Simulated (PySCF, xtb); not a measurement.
C3H8OSn, SMILES C=[CH][SnH2][O]C.

GFN2-xTB in xtb at its own geometry gives an orbital gap of 4.21 eV and a dipole moment of 1.64 D.

Geometry: PBE0-D3(BJ)/def2-SVP. The def2 effective core potentials stand for the cores of Sn; spin–orbit coupling is left out. The values are those of a single conformer.

**Question.** What does CAM-B3LYP/def2-TZVP run with PySCF give? (The exact figures need the calculation; the answer reports its results.)

**Answer.** gap 9.04 eV (levels -8.76 and 0.28 eV), dipole 1.55 D.
